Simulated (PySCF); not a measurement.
NICS in isomers of C6H10N2SSi.

Definitions: NICS(0) = −σiso at the ring centroid; NICS(1) = −σiso and NICS(1)zz = −σzz at ±1 Å along the ring normal z. Level: GIAO PBE0/pcSseg-1 (PySCF, non-relativistic, gas phase) on the GFN2-xTB geometries, one conformer each. Atom numbers follow the mapped SMILES.

Problem. Order these rings by mean NICS(1)zz, lowest (most negative) first (ppm).
A. ring C3–C4–C5–N8–N9 in `[CH2:1]=[CH:2][c:3]1[cH:4][c:5]([S:6][SiH3:7])[n:8][n:9]1[CH3:10]`
B. ring C3–N4–N5–C6–C9 in `[CH2:1]=[CH:2][c:3]1[nH:4][n:5][c:6]([S:7][SiH3:8])[c:9]1[CH3:10]`
C. ring C3–C4–C5–N9–N10 in `[CH2:1]=[CH:2][c:3]1[cH:4][c:5]([CH2:6][S:7][SiH3:8])[n:9][nH:10]1`

Solution. C (-27.3), B (-25.6), A (-24.1).

```json
{"SMILES": "C=Cc1cc(CS[SiH3])n[nH]1", "ring": "5-membered ring with 2 N; formal bonds all aromatic", "NICS(0)": "-12.0", "NICS(1)": "-10.9", "NICS(1)zz": "-27.3", "HOMA": "0.97", "rms pucker (Å)": "0.00", "ring atoms with four or more neighbours": "0"}
{"SMILES": "C=Cc1[nH]nc(S[SiH3])c1C", "ring": "5-membered ring with 2 N; formal bonds all aromatic", "NICS(0)": "-12.1", "NICS(1)": "-10.9", "NICS(1)zz": "-25.6", "HOMA": "0.95", "rms pucker (Å)": "0.00", "ring atoms with four or more neighbours": "0"}
{"SMILES": "C=Cc1cc(S[SiH3])nn1C", "ring": "5-membered ring with 2 N; formal bonds all aromatic", "NICS(0)": "-11.3", "NICS(1)": "-10.4", "NICS(1)zz": "-24.1", "HOMA": "0.96", "rms pucker (Å)": "0.00", "ring atoms with four or more neighbours": "0"}
```

NICS(0) gives another order. The isotropic NICS(1) ties some rings at the printed digit and otherwise keeps the order. HOMA uses Krygowski's 1993 parameters. NICS(1) and NICS(1)zz are means over the two faces.
